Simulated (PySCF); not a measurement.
In(Me)(OH)2(SH2), CH₇InO₂S, singlet, CAM-B3LYP/def2-SVP optimised geometry.

```
12

In    -1.22    -1.16     0.00
C     -2.36    -1.64     1.74
H     -1.86    -1.24     2.62
H     -2.44    -2.73     1.83
H     -3.37    -1.21     1.67
O      0.83    -1.16     0.00
H      1.22    -1.60    -0.77
O     -1.69    -1.18    -1.95
H     -2.63    -1.32    -2.14
S     -0.45     1.60     0.00
H      0.59     0.69    -0.07
H     -0.67     1.54    -1.33
```

Density from CAM-B3LYP/def2-TZVP, def2 effective core potentials past Kr run with PySCF 2.14.0 at that geometry. The core electrons that the potentials of In replace are not part of the density.

Minimum of the electron density along straight lines between bonded atoms, close to the bond critical point (lines longer than 1.1 times the sum of covalent radii, or with two minima, are not listed):

```
bond     length / Å  ρ at the minimum / e bohr⁻³  ∇²ρ there / e bohr⁻⁵  position (fraction from the first atom)
-------  ----------  ---------------------------  --------------------  ---------------------------------------
In1–C2        2.136                        0.102                  0.15                                     0.52
C2–H3         1.098                        0.271                 -0.90                                     0.64
C2–H4         1.098                        0.270                 -0.90                                     0.64
C2–H5         1.098                        0.271                 -0.90                                     0.64
In1–O6        2.045                        0.100                  0.42                                     0.52
O6–H7         0.966                        0.353                 -2.31                                     0.80
In1–O8        2.006                        0.108                  0.48                                     0.52
O8–H9         0.964                        0.355                 -2.32                                     0.80
S10–H11       1.384                        0.203                 -0.55                                     0.69
S10–H12       1.351                        0.214                 -0.62                                     0.65
```
